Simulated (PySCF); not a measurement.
C3H7BFN, SMILES FB1NCCC1.

Coordinates come from a PBE0-D3(BJ)/def2-SVP optimisation. The structure was generated by enumeration, and PubChem lists no compound with its InChIKey, so it may never have been made. One conformer was computed; it need not be the lowest.

Two levels are set side by side: PBE/def2-TZVP (PySCF) and PBE0/def2-TZVP (PySCF). Same geometry, gas phase. Differences are taken from unrounded values.

```json
[
 {"quantity": "orbital gap (eV)", "PBE0": "8.32", "PBE": "6.20", "PBE minus PBE0": "-2.12"},
 {"quantity": "highest occupied level (eV)", "PBE0": "-7.40", "PBE": "-6.06", "PBE minus PBE0": "1.34"},
 {"quantity": "lowest empty level (eV)", "PBE0": "0.92", "PBE": "0.14", "PBE minus PBE0": "-0.78"},
 {"quantity": "dipole moment (D)", "PBE0": "2.08", "PBE": "2.03", "PBE minus PBE0": "-0.05"},
 {"quantity": "mean polarisability (bohr³)", "PBE0": "53.6", "PBE": "55.8", "PBE minus PBE0": "2.2"}
]
```

PBE's occupied levels lie high since its potential decays too fast outside the molecule; exact exchange lowers them and widens the gap. Loosely held outer electrons make PBE densities more polarisable. Differences between two approximate levels are no errors against the true value.

Rough cost on one machine, each run with all the roots and properties that it gave: PBE0 against PBE within a factor of 2.
